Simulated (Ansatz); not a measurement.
`[F][Al]([SH])[Cl]` + CH₃NH₂ → `C[NH][Al]([F])[Cl]` + H₂S at 700 K and 1 bar (ligand exchange at the Al–S bond).

Calculated with Ansatz (gas phase, PBE0-D4/def2-TZVP geometries, no zero-point term in ΔE). CCSD(T)/CBS adds triple-zeta CCSD(T) − MP2 to the extrapolated MP2 energy (def2 sets, frozen cores). This one scheme is used for every species. One conformer a species, not always the lowest.

```json
{"species": "`[F][Al]([SH])[Cl]`", "CCSD(T)/CBS energy (Eh)": "-1200.16071", "H − E (kJ/mol)": "90.0", "S (J/(mol·K))": "402.4"}
{"species": "CH₃NH₂", "CCSD(T)/CBS energy (Eh)": "-95.75281", "H − E (kJ/mol)": "207.6", "S (J/(mol·K))": "296.6"}
{"species": "`C[NH][Al]([F])[Cl]`", "CCSD(T)/CBS energy (Eh)": "-896.93383", "H − E (kJ/mol)": "226.0", "S (J/(mol·K))": "456.1"}
{"species": "H₂S", "CCSD(T)/CBS energy (Eh)": "-398.97279", "H − E (kJ/mol)": "64.8", "S (J/(mol·K))": "236.9"}
```

H − E and S are ideal-gas, rigid-rotor, harmonic terms from PBE0-D4/def2-TZVP, for one conformer and one mirror image of each species. 1 Eh = 2625.50 kJ/mol, R = 8.31446 J/(mol·K).

Task: By hand: ΔE, ΔH, ΔS and ΔG.

Result: ΔE = (-896.93383) + (-398.97279) − (-1200.16071) − (-95.75281) = 0.00690 Eh = 18.1 kJ/mol. Δ(H − E) = 226.0 + 64.8 − 90.0 − 207.6 = -6.8, so ΔH = 11.3 kJ/mol. ΔS = 456.1 + 236.9 − 402.4 − 296.6 = -6.0 J/(mol·K). ΔG = 11.3 − 700 × (-6.0)/1000 = 15.5 kJ/mol.

Task: By hand: the equilibrium constant, and the temperature at which ΔG would vanish if ΔH and ΔS stayed fixed.

Result: log₁₀ K = −ΔG/(RT ln 10) = -1.2. ΔH and −TΔS have one sign here, so there is no such temperature.

TΔS isn't small against ΔH here. A doubt of 5 kJ/mol in ΔE shifts log₁₀ K by 0.4 here. Other conformers and mirror images would add mixing entropy, several J/(mol·K) or more a flexible species. These are equilibria of isolated gas molecules and say nothing of rates. Largest T1 diagnostic: 0.011 (customary marks: 0.02 for closed shells, 0.045 for open ones).

ΔS is within the doubt of such terms, so its sign, and with it that verdict, could turn.
